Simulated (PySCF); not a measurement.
# C$_{6}$H$_{10}$O$_{3}$: full NMR table

```
Formula                               : C6H10O3
SMILES                                : C=C(OC)OC(=O)CC
Point group of the computed structure : C1
Degrees of unsaturation               : 2
Carbon signals                        : 6
Proton signals                        : 5
```

Molfile (atoms numbered from 1):
```
C6H10O3
     RDKit          3D

 19 18  0  0  0  0  0  0  0  0999 V2000
    1.2300   -2.3862   -0.1381 C   0  0  0  0  0  0  0  0  0  0  0  0
    1.3444   -1.2082    0.4574 C   0  0  0  0  0  0  0  0  0  0  0  0
    2.2793   -0.9872    1.4114 O   0  0  0  0  0  0  0  0  0  0  0  0
    2.3086    0.2808    2.0339 C   0  0  0  0  0  0  0  0  0  0  0  0
    0.5939   -0.0841    0.1467 O   0  0  0  0  0  0  0  0  0  0  0  0
   -0.7282   -0.1568   -0.1342 C   0  0  0  0  0  0  0  0  0  0  0  0
   -1.3788   -1.1597   -0.1063 O   0  0  0  0  0  0  0  0  0  0  0  0
   -1.2367    1.2244   -0.4777 C   0  0  0  0  0  0  0  0  0  0  0  0
   -2.7514    1.2491   -0.6214 C   0  0  0  0  0  0  0  0  0  0  0  0
    0.4950   -2.5642   -0.8962 H   0  0  0  0  0  0  0  0  0  0  0  0
    1.8727   -3.1909    0.1591 H   0  0  0  0  0  0  0  0  0  0  0  0
    3.0995    0.2177    2.7784 H   0  0  0  0  0  0  0  0  0  0  0  0
    2.5391    1.0731    1.3164 H   0  0  0  0  0  0  0  0  0  0  0  0
    1.3586    0.5067    2.5270 H   0  0  0  0  0  0  0  0  0  0  0  0
   -0.9019    1.9171    0.2967 H   0  0  0  0  0  0  0  0  0  0  0  0
   -0.7546    1.5232   -1.4119 H   0  0  0  0  0  0  0  0  0  0  0  0
   -3.2253    0.9653    0.3145 H   0  0  0  0  0  0  0  0  0  0  0  0
   -3.0874    2.2447   -0.8981 H   0  0  0  0  0  0  0  0  0  0  0  0
   -3.0665    0.5445   -1.3858 H   0  0  0  0  0  0  0  0  0  0  0  0
  1  2  2  0
  2  3  1  0
  3  4  1  0
  2  5  1  0
  5  6  1  0
  6  7  2  0
  6  8  1  0
  8  9  1  0
  1 10  1  0
  1 11  1  0
  4 12  1  0
  4 13  1  0
  4 14  1  0
  8 15  1  0
  8 16  1  0
  9 17  1  0
  9 18  1  0
  9 19  1  0
M  END
```

Theoretical values (PySCF 2.14): coordinates at the GFN2-xTB level, shielding tensors at PBE0/pcSseg-1 (GIAO). One conformer, one averaged value for each set of equivalent atoms, non-relativistic, isolated molecule.

Chemical shifts δ = σref − σ; 1H and 13C against TMS; H2O for 17O, all at this level.

| carbon | δC, type | δH (multiplicity) | HMBC from (2–3 bonds) | span of the C tensor (ppm) |
| --- | --- | --- | --- | --- |
| C1 | 80.0, CH2 | H10 4.21 (br s); H11 4.47 (br s) | – | 139 |
| C2 | 162.8, C | – | H11, H10, H12/H13/H14 | 160 |
| C4 | 54.5, CH3 | 3.73 (s) | – | 72 |
| C6 | 176.3, C | – | H15/H16, H17/H18/H19 | 172 |
| C8 | 31.4, CH2 | 2.42 (q) | H17/H18/H19 | 42 |
| C9 | 10.5, CH3 | 1.19 (t) | H15/H16 | 15 |

Other nuclei:
```csv
atoms,nucleus,environment,δ (ppm),σ (ppm)
O7,17O,ester carbonyl oxygen,448.6,-112.5
O5,17O,ester alkoxy oxygen,248.5,87.6
O3,17O,ether oxygen,96.2,239.8
```

- Carbon types of the structure: 2 × C, 2 × CH2, 2 × CH3, which accounts for all hydrogens.
- δC 176.3: ester carbonyl carbon; it is a carbonyl in resonance with an O or N lone pair, the region of acids, esters and amides.
- δC 162.8: alkene carbon bearing oxygen; an sp2 carbon further deshielded by the attached heteroatom.
- δC 80.0: β carbon of an enol-ether or enamine type C=C; the O or N lone pair pushes π density onto this β carbon and shields it.
- δC 54.5: methyl carbon bonded to O; deshielded by the electronegative neighbour.
- δC 10.5: methyl carbon; aliphatic region, no heteroatom directly attached.

Shifts are as computed. Against solution values, carbons near 30 ppm lie about +3 ppm off and those near 130 ppm about +5 ppm. Of 1211 compounds with measured shifts, 218 miss one by over three times the rms of a fit or turn the order of signals round; such compounds aren't used in these exercises. Unscaled 17O shifts of doubly bonded oxygen tend to come out too high, by tens of ppm or more. Experimental scales use liquid or dissolved standards, which lie at an offset from isolated H2O (liquid H2O: subtract about 36 ppm). No couplings were computed; multiplicities are counted from neighbouring protons, with m where these are inequivalent, close in shift, in a saturated or five-membered ring or joined by F or P, and br s for small geminal =CH2 splittings.
